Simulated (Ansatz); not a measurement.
An input meant for C₄H₄Si⁻, that is Si(CCH)2H2 with one electron more (charge -1, doublet; atoms displaced at random, 0.08 Å in each coordinate).

```yaml
crystal:
  periodic: [false, false, false]
  atoms:
    - {symbol: Si, position_ang: [-0.905488, 0.053464, -0.623429]}
    - {symbol: C, position_ang: [-0.765503, 0.036943, 1.256518]}
    - {symbol: C, position_ang: [-0.807843, -0.097551, 2.404017]}
    - {symbol: H, position_ang: [-0.566752, 0.028336, 3.535716]}
    - {symbol: C, position_ang: [0.945543, 0.103343, -1.257776]}
    - {symbol: C, position_ang: [2.052725, 0.038583, -1.633335]}
    - {symbol: H, position_ang: [3.004760, 0.088103, -2.032740]}
    - {symbol: H, position_ang: [-1.464886, 1.032698, -1.021285]}
    - {symbol: H, position_ang: [-1.524922, -1.109337, -1.011118]}
basis:
  gaussian: {orbitals: STO-3G}
total_charge: -1
magnetization: {spin_polarized: true, initial_magnetization: 1}
hamiltonian: {xc: {name: HF}}
correlation: {active_space: {window: {electrons: 2, orbitals: 1}}}
accuracy: high
scf: {omitted_lower_state_checks: [starts]}
```

```sh
$ ansatz run in.yaml --threads 2 --pin off --events-out ev --progress --plain --max-ram 22528MiB --backend cpu
```

(1) Predict how Ansatz answers.

Results:

(1) The program refused the input.
```
Error: invalid value for `correlation.active_space`: it starts from restricted Hartree–Fock orbitals; set hamiltonian.xc: hf without magnetization.spin_polarized
```
